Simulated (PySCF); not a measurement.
PySCF input file for CH5Si, SMILES C[SiH2] (connectivity only; charge and spin as stated), charge +1, multiplicity 1, ADC(2)/aug-cc-pVDZ. Coordinates come from a B3LYP-D3(BJ)/def2-TZVP optimisation. The spin state was assumed, not searched. The isomer is the one that the SMILES or the coordinates give; other isomers of the formula were not compared.

```python
import numpy as np
from pyscf import gto, scf, dft, adc

mol = gto.M(
    atom='''
    C    -1.17579950   -0.01020731    0.00000000
    Si    0.63651607   -0.00612266    0.00000000
    H    -1.58493754   -0.46978892   -0.90172466
    H    -1.58493755   -0.46978892    0.90172465
    H    -1.49424570    1.04619035   -0.00000000
    H     1.40384643    0.02017427   -1.25267623
    H     1.40384643    0.02017427    1.25267623
    ''',
    basis='aug-cc-pVDZ',
    charge=1,
    spin=0,
    max_memory=1600,
    verbose=4,
)
mf = scf.RHF(mol)
mf.conv_tol = 1e-10
mf.max_cycle = 100
mf.kernel()
res = {}
for kind, nroots in (('ee', 6), ('ip', 6), ('ea', 2)):
    a = adc.ADC(mf).density_fit('aug-cc-pvdz-ri')
    a.method, a.method_type = 'adc(2)', kind
    e, v, p, x = a.kernel(nroots=nroots)
    res[kind] = (e * 27.211386245988, p)
for kind, (e, p) in res.items():
    print(kind, 'energies / eV', np.round(e, 3), 'strengths', np.round(p, 4))
```

It prints:

```
PySCF version 2.14.0

[INPUT] verbose = 4
[INPUT] num. atoms = 7
[INPUT] num. electrons = 24
[INPUT] charge = 1
[INPUT] spin (= nelec alpha-beta = 2S) = 0
[INPUT] symmetry False subgroup None
[INPUT] Mole.unit = angstrom
[INPUT] Symbol           X                Y                Z      unit          X                Y                Z       unit  Magmom
[INPUT]  1 C     -1.175799500000  -0.010207310000   0.000000000000 AA   -2.221939032401  -0.019289020369   0.000000000000 Bohr   0.0
[INPUT]  2 Si     0.636516070000  -0.006122660000   0.000000000000 AA    1.202841046184  -0.011570150554   0.000000000000 Bohr   0.0
[INPUT]  3 H     -1.584937540000  -0.469788920000  -0.901724660000 AA   -2.995097875142  -0.887772395155  -1.704012647167 Bohr   0.0
[INPUT]  4 H     -1.584937550000  -0.469788920000   0.901724650000 AA   -2.995097894039  -0.887772395155   1.704012628269 Bohr   0.0
[INPUT]  5 H     -1.494245700000   1.046190350000   0.000000000000 AA   -2.823715135809   1.977013235663   0.000000000000 Bohr   0.0
[INPUT]  6 H      1.403846430000   0.020174270000  -1.252676230000 AA    2.652885273648   0.038123845063  -2.367214997453 Bohr   0.0
[INPUT]  7 H      1.403846430000   0.020174270000   1.252676230000 AA    2.652885273648   0.038123845063   2.367214997453 Bohr   0.0

nuclear repulsion = 56.7603991312
number of shells = 41
number of NR pGTOs = 140
number of NR cGTOs = 95
basis = aug-cc-pVDZ
ecp = {}


[settings echo left out]
init E= -329.602409924218
  HOMO = -0.372318172028269  LUMO = -0.0635828948399833  gap/eV = 8.40111
cycle= 1 E= -329.370061758101  delta_E= 0.232  |g|= 0.325  |ddm|=  2.4
  HOMO = -0.758861154719168  LUMO = -0.259164137418189  gap/eV = 13.59745
cycle= 2 E= -329.417767161917  delta_E= -0.0477  |g|= 0.0816  |ddm|= 0.501
  HOMO = -0.708162854353376  LUMO = -0.2088828328739  gap/eV = 13.58610
cycle= 3 E= -329.42032080281  delta_E= -0.00255  |g|= 0.0228  |ddm|= 0.184
  HOMO = -0.714675604838376  LUMO = -0.208761531106056  gap/eV = 13.76662
cycle= 4 E= -329.420564186383  delta_E= -0.000243  |g|= 0.00557  |ddm|= 0.0556
  HOMO = -0.714188198587849  LUMO = -0.20954711678838  gap/eV = 13.73198
cycle= 5 E= -329.420578689655  delta_E= -1.45e-05  |g|= 0.00151  |ddm|= 0.0132
  HOMO = -0.714548455508467  LUMO = -0.209635658571687  gap/eV = 13.73938
cycle= 6 E= -329.420580096416  delta_E= -1.41e-06  |g|= 0.000378  |ddm|= 0.00304
  HOMO = -0.714555609575488  LUMO = -0.20963976960928  gap/eV = 13.73946
cycle= 7 E= -329.420580246496  delta_E= -1.5e-07  |g|= 7.36e-05  |ddm|= 0.000982
  HOMO = -0.714542952824468  LUMO = -0.209634391998794  gap/eV = 13.73926
cycle= 8 E= -329.420580251859  delta_E= -5.36e-09  |g|= 1.34e-05  |ddm|= 0.000225
  HOMO = -0.714540495383162  LUMO = -0.209634238840542  gap/eV = 13.73920
cycle= 9 E= -329.42058025202  delta_E= -1.61e-10  |g|= 2.87e-06  |ddm|= 4.38e-05
  HOMO = -0.714540128460312  LUMO = -0.209633948258352  gap/eV = 13.73920
cycle= 10 E= -329.420580252029  delta_E= -9.21e-12  |g|= 7.24e-07  |ddm|= 7.49e-06
  HOMO = -0.714540118985381  LUMO = -0.209633923907642  gap/eV = 13.73920
Extra cycle  E= -329.42058025203  delta_E= -9.09e-13  |g|= 3.77e-07  |ddm|= 1.27e-06
converged SCF energy = -329.42058025203

******** <class 'pyscf.adc.radc.RADC'> ********
******** ADC Orbital Information ********
Number of Frozen Occupied Orbitals: 0
Number of Frozen Virtual Orbitals: 0
Number of Active Occupied Orbitals: 12
Number of Active Virtual Orbitals: 83
*****************************************
******** <class 'pyscf.df.df.DF'> ********
auxbasis = aug-cc-pvdz-ri
Reference correlation energy (doubles): -0.24771711
MP2 correlation energy of reference state (a.u.) = -0.24771711

******** <class 'pyscf.adc.radc_ee.RADCEE'> ********
max_space = 12
max_cycle = 50
conv_tol = 1e-08

*************************************************************
        ADC calculation summary (singlet states only)
*************************************************************
adc(2) root 0  |  Energy (Eh) =   0.2109537890  |  Energy (eV) =   5.74034499  |  Osc. strength = 0.00033707  |  conv = True
adc(2) root 1  |  Energy (Eh) =   0.2243509325  |  Energy (eV) =   6.10489983  |  Osc. strength = 0.00008765  |  conv = True
adc(2) root 2  |  Energy (Eh) =   0.2966756489  |  Energy (eV) =   8.07295561  |  Osc. strength = 0.08462775  |  conv = True
adc(2) root 3  |  Energy (Eh) =   0.3052380641  |  Energy (eV) =   8.30595079  |  Osc. strength = 0.00144612  |  conv = True
adc(2) root 4  |  Energy (Eh) =   0.3795567709  |  Energy (eV) =  10.32826581  |  Osc. strength = 0.35761703  |  conv = True
adc(2) root 5  |  Energy (Eh) =   0.3896548809  |  Energy (eV) =  10.60304938  |  Osc. strength = 0.02131093  |  conv = True

******** <class 'pyscf.adc.radc.RADC'> ********
******** ADC Orbital Information ********
Number of Frozen Occupied Orbitals: 0
Number of Frozen Virtual Orbitals: 0
Number of Active Occupied Orbitals: 12
Number of Active Virtual Orbitals: 83
*****************************************
******** <class 'pyscf.df.df.DF'> ********
auxbasis = aug-cc-pvdz-ri
Reference correlation energy (doubles): -0.24771711
MP2 correlation energy of reference state (a.u.) = -0.24771711

******** <class 'pyscf.adc.radc_ip.RADCIP'> ********
max_space = 12
max_cycle = 50
conv_tol = 1e-08

*************************************************************
        ADC calculation summary (doublet states only)
*************************************************************
adc(2) root 0  |  Energy (Eh) =   0.6841062483  |  Energy (eV) =  18.61547920  |  Spec. factor = 1.83149019  |  conv = True
adc(2) root 1  |  Energy (Eh) =   0.7064937295  |  Energy (eV) =  19.22467359  |  Spec. factor = 1.85384120  |  conv = True
adc(2) root 2  |  Energy (Eh) =   0.7367233918  |  Energy (eV) =  20.04726460  |  Spec. factor = 1.81195165  |  conv = True
adc(2) root 3  |  Energy (Eh) =   0.7619839889  |  Energy (eV) =  20.73464046  |  Spec. factor = 1.83383206  |  conv = True
adc(2) root 4  |  Energy (Eh) =   0.8980964258  |  Energy (eV) =  24.43844853  |  Spec. factor = 1.83334120  |  conv = True
adc(2) root 5  |  Energy (Eh) =   1.0780113972  |  Energy (eV) =  29.33418426  |  Spec. factor = 1.68925976  |  conv = True

******** <class 'pyscf.adc.radc.RADC'> ********
******** ADC Orbital Information ********
Number of Frozen Occupied Orbitals: 0
Number of Frozen Virtual Orbitals: 0
Number of Active Occupied Orbitals: 12
Number of Active Virtual Orbitals: 83
*****************************************
******** <class 'pyscf.df.df.DF'> ********
auxbasis = aug-cc-pvdz-ri
Reference correlation energy (doubles): -0.24771711
MP2 correlation energy of reference state (a.u.) = -0.24771711

******** <class 'pyscf.adc.radc_ea.RADCEA'> ********
max_space = 12
max_cycle = 50
conv_tol = 1e-08

*************************************************************
        ADC calculation summary (doublet states only)
*************************************************************
adc(2) root 0  |  Energy (Eh) =  -0.2535619051  |  Energy (eV) =  -6.89977088  |  Spec. factor = 1.90468592  |  conv = True
adc(2) root 1  |  Energy (Eh) =  -0.1264131220  |  Energy (eV) =  -3.43987626  |  Spec. factor = 1.93394783  |  conv = True
ee energies / eV [ 5.74   6.105  8.073  8.306 10.328 10.603] strengths [3.000e-04 1.000e-04 8.460e-02 1.400e-03 3.576e-01 2.130e-02]
ip energies / eV [18.615 19.225 20.047 20.735 24.438 29.334] strengths [1.8315 1.8538 1.812  1.8338 1.8333 1.6893]
ea energies / eV [-6.9  -3.44] strengths [1.9047 1.9339]
```

The calculation finished and met its thresholds.

Cost: very roughly 60 core-seconds.
